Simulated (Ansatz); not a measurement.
CH6GeOSi (`[GeH3][SiH]1CO1`). The species carries charge 0 and has multiplicity 1. All single points use the PBE0-D4/def2-TZVP geometry.

```xyz
10

Ge    0.635   -1.179    1.239
Si    0.058    0.801    0.073
C    -0.664    0.765   -1.589
O    -1.532    0.938   -0.423
H     0.120   -1.127    2.686
H     0.017   -2.387    0.523
H     2.164   -1.337    1.274
H     0.679    2.054    0.572
H    -0.638    1.641   -2.235
H    -0.839   -0.169   -2.120
```

What is the dipole moment at ωB97M-V/def2-TZVPP? (Best estimate.)

The calculation gave: 1.85 D, with components (1.80, -0.40, 0.01) D in this frame, pointing from negative to positive charge.

And with PBE, r2SCAN, B3LYP? (An estimate is asked.)

Computed: PBE 1.56 D, r2SCAN 1.64 D, B3LYP 1.80 D.

Give the Mulliken charges with ωB97M-V, B3LYP, r2SCAN in def2-TZVPP. (Estimate.)

The calculation gave: 
| atom | ωB97M-V | B3LYP | r2SCAN |
| --- | --- | --- | --- |
| Ge1 | -0.09 | 0.00 | 0.02 |
| Si2 | 0.37 | 0.37 | 0.39 |
| C3 | -0.16 | -0.11 | -0.06 |
| O4 | -0.39 | -0.41 | -0.40 |
| H5 | 0.03 | 0.00 | 0.00 |
| H6 | 0.03 | 0.01 | 0.00 |
| H7 | 0.02 | 0.00 | -0.01 |
| H8 | -0.03 | -0.08 | -0.09 |
| H9 | 0.12 | 0.10 | 0.07 |
| H10 | 0.11 | 0.11 | 0.07 |

B3LYP here is the variant with VWN-RPA as its local correlation; programs differ in this.
